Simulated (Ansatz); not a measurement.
Consider the ligand exchange at the Si–C bond: `FC([SiH3])SS` + `COB(N)O` → `COB(N)O[SiH3]` + `FCSS`.

Computed with Ansatz on PBE0-D4/def2-TZVP structures; ΔE is electronic, products minus reactants. CCSD(T)/CBS adds triple-zeta CCSD(T) − MP2 to the extrapolated MP2 energy (def2 sets, frozen cores). Functionals use def2-TZVPP. Each species was taken in one conformer, which may not be the lowest.

```json
{"level": "PBE-D4", "ΔE (kJ/mol)": "-88.8", "difference from CCSD(T)/CBS": "17.0"}
{"level": "r2SCAN-D4", "ΔE (kJ/mol)": "-103.0", "difference from CCSD(T)/CBS": "2.8"}
{"level": "ωB97X-V", "ΔE (kJ/mol)": "-105.7", "difference from CCSD(T)/CBS": "0.1"}
{"level": "ωB97M-V", "ΔE (kJ/mol)": "-103.5", "difference from CCSD(T)/CBS": "2.3"}
{"level": "PBE", "ΔE (kJ/mol)": "-91.9", "difference from CCSD(T)/CBS": "13.9"}
{"level": "PBE0", "ΔE (kJ/mol)": "-99.9", "difference from CCSD(T)/CBS": "5.9"}
{"level": "CCSD/def2-TZVPP", "ΔE (kJ/mol)": "-112.0", "difference from CCSD(T)/CBS": "-6.2"}
{"level": "SCS-MP2/def2-QZVPP", "ΔE (kJ/mol)": "-113.8", "difference from CCSD(T)/CBS": "-8.0"}
{"level": "HF/CBS(def2)", "ΔE (kJ/mol)": "-140.7", "difference from CCSD(T)/CBS": "-34.9"}
{"level": "MP2/CBS(def2)", "ΔE (kJ/mol)": "-106.7", "difference from CCSD(T)/CBS": "-0.9"}
{"level": "CCSD(T)/CBS", "ΔE (kJ/mol)": "-105.8", "difference from CCSD(T)/CBS": "0"}
```

Largest T1 diagnostic among the species: 0.013.

In def2-TZVPP, CCSD(T) changes the Hartree–Fock value by +31.3 kJ/mol (the triples alone add +5.0 kJ/mol) and MP2 by +30.4 kJ/mol. The D4 term adds +5.3 kJ/mol with B3LYP and +2.5 kJ/mol with PBE0; it sums over pairs of atoms, weighted by their polarisabilities, and B3LYP, whose exchange is more repulsive, gets the larger term.

B3LYP here is the variant with VWN-RPA as its local correlation; programs differ in this.
